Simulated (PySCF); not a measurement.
# Ionising PPb

PBE0; PySCF, scalar-relativistic core potentials, basis sets P cc-pV(D+d)Z, Pb cc-pVDZ-PP with ECP60. Neutral (UKS): doublet (π ↑), Re = 2.428 Å, ωe = 369 cm⁻¹, De = 2.45 eV, HOMO -5.69 eV, LUMO -3.86 eV.

PPb⁺ (UKS): triplet (π ↑↑), Re = 2.609 Å, ωe = 301 cm⁻¹. The energies at the minima are -534.05455 hartree for PPb and -533.77922 for PPb⁺.

**Question.** Work out the adiabatic ionisation energy, without and with harmonic zero-point energies (1 hartree = 27.2114 eV, 1 eV = 8065.5 cm⁻¹), and the change of the bond length.

**Answer.** At PBE0: 0.27533 hartree = 7.492 eV between the minima; the zero-point term (301.0 − 369.0)/2 cm⁻¹ = -0.004 eV makes it 7.488 eV. Re changes by +18.1 pm against the neutral. The electron leaves a π orbital, and the longer bond of the ion fits a bonding orbital, or a change in how ionic the bond is.

Spin–orbit coupling is left out, which matters for elements this heavy, above all for dissociation energies. States were picked by a PBE0 search and need not be the measured ground states.
